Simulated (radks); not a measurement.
Valence configurations of Fe II (all share [Ar]). Calculated with a radial shooting solver on a logarithmic mesh with Libxc functionals: scalar-relativistic Kohn-Sham, PBE, spin-polarised, spherical densities, point nucleus; open shells are filled with parallel spins first. Energies are relative to 3d6 4s1; eigenvalues in eV for spin up.

| valence | E (eV) | moment (Bohr magnetons) | e(3d) | e(4p) | e(4s) |
|---|---|---|---|---|---|
| 3d6 4s1 | 0.000 | 5 | -17.360 | - | -13.070 |
| 3d6.5 4s0.5 | 0.101 | 4 | -14.798 | - | -12.097 |
| 3d6 4s0.5 4p0.5 | 2.612 | 5 | -18.052 | -8.231 | -13.481 |
| 3d5 4s2 | 3.533 | 5 | -23.344 | - | -14.510 |
| 3d6 4p1 | 5.248 | 5 | -18.726 | -8.586 | - |
| 3d5 4s1 4p1 | 7.154 | 7 | -24.609 | -9.875 | -15.787 |
| 3d5 4p2 | 13.102 | 7 | -25.890 | -10.503 | - |
| 3d4.5 4s0.5 4p2 | 18.334 | 7 | -28.956 | -11.130 | -17.405 |
| 3d4 4s2 4p1 | 20.910 | 5 | -31.128 | -10.839 | -17.237 |
| 3d4.5 4p2.5 | 21.479 | 7 | -29.567 | -11.417 | - |

NIST lists [Ar] 3d6 4s1 as the ground configuration; this level of theory agrees among the configurations tried. The energies are those of spherical high-spin densities, not of single terms.
